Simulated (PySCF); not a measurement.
An unknown shows these calculated signals:

¹H NMR (300 MHz, computed): δ 1.61 (m, 3H), 1.09 (s, 9H).

¹³C{¹H} NMR (computed): δ 132.7 (C), 41.1 (C), 25.7 (CH3), 21.4 (CH3).

No solvent, non-relativistic Hamiltonian, one computed conformer, one averaged value for each set of equivalent atoms. Structure optimised with GFN2-xTB; σ from GIAO-PBE0/pcSseg-1; PySCF.

Referencing at the same level of theory: ¹H (σ = 31.72 ppm) and ¹³C (σ = 186.93 ppm) vs TMS.

Problem. Which of these does the molecule contain: a tert-butyl group, a Si–H bond, a benzene ring, an aldehyde?

Solution. 
- A tert-butyl group: yes (δC 25.7, 41.1; δH 1.09 (s)).
- A Si–H bond: no.
- A benzene ring: no.
- An aldehyde: no.

The data belong to SMILES CC(C)(C)C(C)(F)F, C₆H₁₂F₂; they needn't prove each group on their own.

Carbon signals by region: 1 in the sp2 and nitrile region (100–160 ppm), 3 below 50 ppm.

Splittings by ¹⁹F in the carbon and heteronuclear signals aren't shown, as no couplings were computed. Shifts are as computed. Against solution values, carbons near 30 ppm lie about +3 ppm off and those near 130 ppm about +5 ppm. Of 1211 compounds with measured shifts, 218 miss one by over three times the rms of a fit or turn the order of signals round; such compounds aren't used in these exercises. Multiplicities follow the n + 1 count of equivalent neighbours, as no J values were calculated; m marks all less simple cases, F and P coupling included.
